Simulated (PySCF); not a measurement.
Gas-phase reaction: 3 CH2Cl + 2 CH2FCF3 = CH3CHF2 + 3 CHClF2 + C2H3 (vinyl)

Method: PySCF energies plus ideal-gas RRHO corrections (1 bar). † marks an energy on the PBE0/def2-TZVP geometry and frequencies; other levels use their own. Open shells (unrestricted): CH2Cl (multiplicity 2), C2H3 (vinyl) (multiplicity 2); the rest are closed-shell singlets. CH2Cl: computed as isolated molecules; such fragments, hydroxides, amides, oligomers or adducts are transient or little studied in the gas. The harmonic model lacks anharmonicity and excited electronic states, which grow with temperature; levels with a mode under 35 cm⁻¹ are left out. Internal rotation in CH2FCF3, CH3CHF2 is treated as a harmonic vibration of one conformer, which makes the entropy rough.

ΔH° and ΔS° at 298 K: PBE/def2-SVP -178 kJ, -20 J/K; PBE/def2-TZVP† -186 kJ, -14 J/K; PBE0/def2-QZVP† -160 kJ, -14 J/K.

Task: With the heat capacities included, give log10 K (1 bar) at 600, 800, 1400, 1800, 2000 K from PBE/def2-SVP, PBE/def2-TZVP†, PBE0/def2-QZVP†.

Result: 
```json
[
 {"T (K)": "600", "PBE/def2-SVP": "14.2", "PBE/def2-TZVP†": "15.2", "PBE0/def2-QZVP†": "13.0"},
 {"T (K)": "800", "PBE/def2-SVP": "10.2", "PBE/def2-TZVP†": "11.0", "PBE0/def2-QZVP†": "9.4"},
 {"T (K)": "1400", "PBE/def2-SVP": "5.0", "PBE/def2-TZVP†": "5.6", "PBE0/def2-QZVP†": "4.6"},
 {"T (K)": "1800", "PBE/def2-SVP": "3.4", "PBE/def2-TZVP†": "3.9", "PBE0/def2-QZVP†": "3.2"},
 {"T (K)": "2000", "PBE/def2-SVP": "2.8", "PBE/def2-TZVP†": "3.3", "PBE0/def2-QZVP†": "2.7"}
]
```
